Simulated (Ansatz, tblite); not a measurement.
Potential energy curve for LiNa, singlet.

Levels of theory: GFN2-xTB, 300 K electronic temperature (tblite); UCCSD(T) = CCSD(T) on UHF/aug-cc-pVTZ, frozen core (Ansatz, an electronic-structure program); UKS-PBE0 = Ansatz with unrestricted PBE0/aug-cc-pVTZ; RCCSD = CCSD on RHF/aug-cc-pVTZ, frozen core (Ansatz).

Energies are in kJ/mol, each relative to the lowest point of its own curve near equilibrium.

```
R / Å  GFN2-xTB  UCCSD(T)  UKS-PBE0  RCCSD
-----  --------  --------  --------  -----
2.31        7.4      36.3      33.5   36.4
2.51        0.0      15.1      13.2   15.2
2.61        0.5       8.4       7.1    8.5
2.74        3.8       2.9         …    3.0
2.81        6.7       1.2       0.7    1.2
2.93       12.8       0.0       0.0    0.0
3.03       18.8       0.3         …    0.3
3.07       21.4       0.8       1.3    0.7
3.28       36.3       5.1       6.4    5.1
3.36       42.1       7.5       9.1    7.5
3.63       55.9      17.3      19.5   17.2
3.90       75.5      28.3      29.9   28.2
4.43      118.1      48.6      47.2   48.5
4.89          …      61.9      57.6   61.9
5.33      180.1      70.3      64.0   70.4
5.88          …      76.4      68.5   76.5
6.43      229.7      79.5      70.5   79.6
7.20          …      81.2         …   81.4
7.92          —      81.8      71.7   82.1
8.84          —      82.1      71.8   82.4
```

What belongs in the gaps?


- 2.74, UKS-PBE0: 2.2
- 3.03, UKS-PBE0: 0.7
- 4.89, GFN2-xTB: 152.0
- 5.88, GFN2-xTB: 208.5
- 7.20, GFN2-xTB: 249.4
- 7.20, UKS-PBE0: 71.5

A dash means that the run gave no value there, or that the column was ended at a point which the program doubted or which failed a test of continuity chosen for this set; such a test can also cut sound points.

The unrestricted determinant behind UCCSD(T) is spin-contaminated at 2.31 to 8.84 Å (<S²> up to 1.0, against 0.00 for a pure singlet). With two correlated electrons CCSD is exact in the basis where it finds the lowest root (UCCSD(T), RCCSD). The unrestricted determinant behind UKS-PBE0 is spin-contaminated at 3.63 to 8.84 Å (<S²> up to 1.0, against 0.00 for a pure singlet).
